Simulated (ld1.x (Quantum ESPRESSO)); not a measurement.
Values are calculated unless marked as measured or tabulated.
Potentials for Li compared

Generated with ld1.x 7.5 (TM, RRKJ, ultrasoft, PAW), atompaw 4.2 or ONCVPSP 4.0.1. The cutoff is in Ry: for ld1.x and atompaw files where the sum of valence levels is converged to 10 mRy in a Bessel basis, for ONCV files where the hardest occupied wave has 1 mHa per electron of residual kinetic energy. The error is the largest all-electron minus pseudo excitation energy over each file’s own four to seven test configurations (ionisations up to +4, promotions, holes and added fractions of an electron), all of which were solved. The labels leave out finer settings (local radius, basis sizes, second energies), which also bear on the numbers. Spin-polarised tests are not counted. The rows are a selection from randomly drawn settings: files with unsolved tests, undetermined cutoffs or missed reference levels are left out.

| potential | cutoff (Ry) | largest error (meV) | bound ghosts |
| --- | --- | --- | --- |
| TM, PBE, non-relativistic, rc 2.35/4.20/4.55 (spd), local smoothed, core correction yes, reference 2s1 2p0 | 6 | -7.4 | none |
| TM, LDA (PZ), scalar-relativistic, rc 2.20/4.20/4.00 (spd), local s, core correction no, reference 2s1 2p0 | 6 | +5.9 | none |

(1) Fill in the row for Li: TM semilocal, PBEsol, non-relativistic, rc 2.40/4.20/4.50 (spd), local p, core correction yes, reference 2s1 2p0.

(2) Fill in the row for Li: TM, PBEsol, non-relativistic, rc 2.45/4.20 (sp), local s, core correction no, reference 2s1 2p0.

(3) Fill in the row for Li: TM semilocal, LDA (PZ), scalar-relativistic, rc 2.70/4.20 (sp), local p, core correction yes, reference 2s1 2p0.

## Answers

(1) cutoff 6 Ry, largest error -6.3 meV, bound ghosts: none.

(2) cutoff 6 Ry, largest error -3.2 meV, bound ghosts: none.

(3) cutoff 6 Ry, largest error -5.0 meV, bound ghosts: none.
